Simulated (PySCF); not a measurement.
**Trend along the fourth-period p block: MSi cations**

PBE0 with triple-zeta basis sets in PySCF, for the lowest determinant that a PBE0 search found; no spin–orbit coupling. De refers to high-spin ground-configuration atoms (the charge goes to the atom of lower measured ionisation energy or higher electron affinity, which is not always the lowest computed limit). A positive dipole points towards Si; it is taken about the centre of mass and depends on that origin.

| M | basis | charged atom | state (unpaired electrons) | Re (Å) | ωe (cm⁻¹) | De (eV) | μ (D) |
| --- | --- | --- | --- | --- | --- | --- | --- |
| Ge | def2-TZVPPD | Ge+ | quartet (σ ↑, π ↑↑) | 2.341 | 372 | 3.39 | 2.19 |
| As | def2-TZVPPD | Si+ | triplet (π ↑↑) | 2.324 | 411 | 3.05 | 3.33 |
| Se | def2-TZVPPD | Si+ | doublet (π ↑) | 2.205 | 472 | 3.88 | 4.02 |
| Br | def2-TZVPPD | Si+ | singlet (closed shell) | 2.109 | 534 | 4.77 | 4.61 |

The shortest bond is that of SiBr⁺ (2.109 Å), the longest that of SiGe⁺ (2.341 Å). SiBr⁺ is bound most strongly (4.77 eV) and SiAs⁺ least (3.05 eV).

The state changes along the series, so neighbouring rows are not always alike in their bonding.

For an ion De counts to the pair picked by the measured ionisation energies or electron affinities, which need not be the lowest pair at this level. States were picked by a PBE0 search and need not be the measured ground states.
